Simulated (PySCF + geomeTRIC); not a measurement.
The multiplicity is imposed and other spin states were not computed.

Species: [Cu(CNH)(H)] (charge 0, multiplicity 1).

Q: Give a relaxed geometry from TPSS-D3(BJ)/def2-SVP (PySCF + geomeTRIC).

A: the end point of this relaxation.
Cartesian coordinates (Å) in one orientation:
```xyz
5

Cu    -0.264    -0.065    -0.149
N     -2.811    -0.698    -1.606
C     -1.810    -0.449    -1.033
H     -3.666    -0.911    -2.096
H      1.042     0.259     0.596
```
